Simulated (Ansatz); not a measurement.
`O[BH][GaH2]` → B• + Ga• + 4 H• + O•  (atomization)

Computed with Ansatz on PBE0-D4/def2-TZVP structures; ΔE is electronic, products minus reactants. CBS: MP2 limit from def2 TZ/QZ plus the TZ coupled-cluster correction, frozen cores. This one scheme is used for every species, atoms too. Functionals use def2-TZVPP. Open shells (•) are unrestricted, without spin–orbit coupling. Spin–orbit coupling would lower the free atoms: a little for B, O; clearly for Ga. Bonds to Ga are less sure, by a few kJ/mol each and by 10 to 20 or more in all where they break to atoms, as the def2 sets lack core-valence functions. Scalar relativity is left out up to krypton. Each species was taken in one conformer, which may not be the lowest.

`O[BH][GaH2]`:

Z-matrix (Å, degrees):
```
B
Ga 1 2.100
O 1 1.354 2 119.2
H 1 1.210 2 122.6 3 180.0
H 2 1.579 1 122.5 3 91.2
H 2 1.579 1 122.5 3 -91.3
H 3 0.962 1 113.8 2 180.0
```

```csv
species,PBE0 energy (Eh)
`O[BH][GaH2]`,-2027.00529
B•,-24.61828
Ga•,-1924.55212
H•,-0.50104
O•,-75.01860
```

(1) Work out ΔE.

Largest T1 diagnostic among the species: 0.014.

Answers

(1) ΔE = 4 × (-0.50104) + (-24.61828) + (-1924.55212) + (-75.01860) − (-2027.00529) = 0.81213 Eh = +22.10 eV. CCSD(T)/CBS gives +22.36 eV.

At CCSD(T), def2-SVP lies −1.14 eV from the extrapolated value and def2-TZVPP −0.43 eV: correlation converges slowly with the basis, and small sets miss more of it in the bonded molecule than in its fragments. From BLYP to BHLYP (50 % exact exchange), in def2-TZVPP and without D4, ΔE moves by −0.37 eV: exact exchange takes away binding that semilocal exchange gives to molecules.

For atomizations the MP2-based limit and the directly extrapolated one differ by several kJ/mol either way, and by 10 to 25 for some Ge, Se and Sn compounds, so smaller differences from it don't rank the levels.
